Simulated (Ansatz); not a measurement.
Harmonic frequencies (cm⁻¹) at PBE0-D4/def2-TZVP from Ansatz: 117, 302, 419, 563, 640, 2029.

Problem. Which molecule is it?
A. `[Cl][GeH][Br]`•
B. `[F][GeH][I]`•
C. `F[SiH]S`•
D. `[GeH2][SeH]`•

Solution. A.
